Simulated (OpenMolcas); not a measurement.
**Co5+, Rh5+, Ir5+: d4 down the group**

* Program: OpenMolcas
* Method: MS-CASPT2, IPEA 0.25 Eh, imaginary shift 0.1 Eh
* Basis: ANO-R3
* Scalar Hamiltonian: X2C, finite nucleus
* Spin-orbit coupling: state interaction with AMFI integrals over the reference wave functions, term energies averaged over their components

Active space for each ion: 4 electrons in 5 orbitals (d); closed shells correlated by CASPT2: Co5+ 3s 3p; Rh5+ 4s 4p; Ir5+ 5s 5p.

Computed levels in cm-1 above 5D0:

```json
{"Level": "5D1", "Co5+": "210", "Rh5+": "669", "Ir5+": "5820"}
{"Level": "5D2", "Co5+": "611", "Rh5+": "1738", "Ir5+": "10600"}
{"Level": "5D3", "Co5+": "1176", "Rh5+": "3030", "Ir5+": "14090"}
{"Level": "5D4", "Co5+": "1881", "Rh5+": "4450", "Ir5+": "16080"}
{"Level": "3P1(1)", "Co5+": "28450", "Rh5+": "21430", "Ir5+": "30300"}
{"Level": "3H4", "Co5+": "28470", "Rh5+": "19810", "Ir5+": "24570"}
{"Level": "3H5", "Co5+": "28940", "Rh5+": "21400", "Ir5+": "30530"}
{"Level": "3H6", "Co5+": "29450", "Rh5+": "22630", "Ir5+": "33180"}
{"Level": "3F2(1)", "Co5+": "30720", "Rh5+": "23040", "Ir5+": "29410"}
{"Level": "weight of 5D in the lowest level (%)", "Co5+": "100", "Rh5+": "96", "Ir5+": "60"}
```

Mixed levels, with the weight of the term that names them: Ir5+ 5D0 (60 %), Ir5+ 5D4 (61 %), Ir5+ 3P1(1) (73 %), Ir5+ 3H4 (55 %), Ir5+ 3H6 (72 %), Ir5+ 3F2(1) (63 %).

Measured, with the error of the calculation in %. Measured levels: Co5+ from Sugar and Corliss, J. Phys. Chem. Ref. Data 10, 1097 (1981).

```
 Level          Co5+
   5D1    204 (+2.7)
   5D2    589 (+3.7)
   5D3   1125 (+4.6)
   5D4   1782 (+5.6)
3P1(1)     28462 (0)
   3H4  28377 (+0.3)
   3H5  28806 (+0.5)
   3H6  29234 (+0.7)
3F2(1)  30555 (+0.5)
```

The fine-structure level 5D4 changes by a factor of 8.55 from Co5+ to Ir5+.

Without spin-orbit coupling 3P(1) lies 28270, 20260, 17920 cm-1 above 5D in that order; the difference to the level 3P1(1), of either sign, comes from spin-orbit coupling, which also lowers the zero.

CASPT2 breaks the degeneracy within a term, and the mean is taken; among the terms shown or strongly mixed into the levels shown the widest spread is 1000 cm-1 (5d4 1I, Ir5+). The CASPT2 spread within a term exceeds the gap to the next term for 5d4 1I and 5d4 3D, so the order of their levels is uncertain (holds for Ir5+). Computed and measured levels are paired by configuration, term and J; levels that our copy of the source lacks, or whose pairing is in doubt (as where it misses far off the trend of its configuration), stay unpaired and out of the deviations. Levels of configurations outside the active space are missing.

A number in round brackets counts repeated terms of one configuration in the order of the reference energies.
